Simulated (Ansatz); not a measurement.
Calculated with Ansatz (gas phase, PBE0-D4/def2-TZVP geometries, no zero-point term in ΔE). CCSD(T)/CBS is the MP2 limit (def2-TZVPP, def2-QZVPP) plus CCSD(T) − MP2 in def2-TZVPP, frozen cores. Functionals use def2-TZVPP. B3LYP here is the variant with VWN-RPA as its local correlation; programs differ in this. Each species was taken in one conformer, which may not be the lowest.

Reaction (substitution at a C–Si bond): `O[SiH2]C(F)F` + `CC(O)F` → `CC(F)OC(F)F` + `O[SiH3]`

Q: Is it downhill or uphill in electronic energy at CCSD(T)/CBS, and by how much? (Best estimate.)

A: The calculation gave: Nearly level: ΔE = -1.5 kJ/mol.

Q: What do these levels give: B3LYP-D4, ωB97X-V, ωB97M-V, r2SCAN, PBE0, B3LYP, MP2/def2-TZVPP, SCS-MP2/def2-TZVPP, CCSD/def2-TZVPP, CCSD(T)/def2-TZVPP, SCS-MP2/def2-QZVPP, CCSD/CBS(def2)? (Estimate.)

A: Computed: B3LYP-D4 -0.2, ωB97X-V -7.7, ωB97M-V -4.4, r2SCAN -6.3, PBE0 -2.9, B3LYP 0.3, MP2/def2-TZVPP -7.1, SCS-MP2/def2-TZVPP -7.8, CCSD/def2-TZVPP -9.0, CCSD(T)/def2-TZVPP -9.3, SCS-MP2/def2-QZVPP -3.2, CCSD/CBS(def2) -1.2 kJ/mol.

Largest T1 diagnostic among the species: 0.012.

From PBE to PBE0 (25 % exact exchange), in def2-TZVPP and without D4, ΔE moves by −6.0 kJ/mol. In def2-TZVPP, CCSD(T) changes the Hartree–Fock value by +10.1 kJ/mol (the triples alone add −0.2 kJ/mol) and MP2 by +12.3 kJ/mol.
